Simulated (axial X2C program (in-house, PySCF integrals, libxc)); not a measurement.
## Correcting the dissociation energy of AsH⁺ for spin–orbit coupling

A spin-free CCSD(T) curve (one-electron X2C) was computed with an in-house all-electron X2C program for linear molecules (integrals from PySCF), basis As dyall-cv3z [9s9p6d4f1g], H dyall-v3z [6s2p1d] (cores contracted in-house), for the state M_S = 1/2, Λ = 1 (beyond evenly filled blocks: π+α). It gives D0 = 2.916 eV to As+ + H, which in a spin-free picture are the weighted means of the ground terms.

Correlated methods: 5 electrons correlated (number of frozen shells: As 3 s, 2 p, 1 d; H none), 165 virtual spin orbitals or spinors in MP2, 69 natural virtuals in coupled cluster.

Measured levels of the ground terms (NIST Handbook of Basic Atomic Spectroscopic Data), in cm⁻¹: As+ 3P: J = 0 at 0, J = 1 at 1063.5, J = 2 at 2541.3; H 2S: J = 1/2 at 0.

The two components of the molecular doublet are 1645 cm⁻¹ apart in the PBE0 2c search (Ω = 1/2 lower), so the lower one lies 822 cm⁻¹ under their mean.

Q: How far does each ground level lie under the (2J+1)-weighted mean of its term?

A: As+: (1 × 0 + 3 × 1063.5 + 5 × 2541.3)/9 = 1766 cm⁻¹; H: a single level, 0.

Q: Correct D0.

A: D0 = 2.916 + (822 − 1766)/8065.5 = 2.799 eV at CCSD(T) with these spin–orbit terms.

Second-order spin–orbit effects in the molecule, which grow quickly with Z, are left out. Occupations by symmetry block were frozen at the best pattern of an incomplete PBE0 search. Dissociation energies refer to the lowest single-determinant-based atoms at the same level and basis. Coupled cluster ran in a truncated set of natural virtual spinors; the MP2 energy of the rest was added. (T) has no such correction and the atoms are truncated less, which lowers De at CCSD(T) by a hundredth of an eV or more.
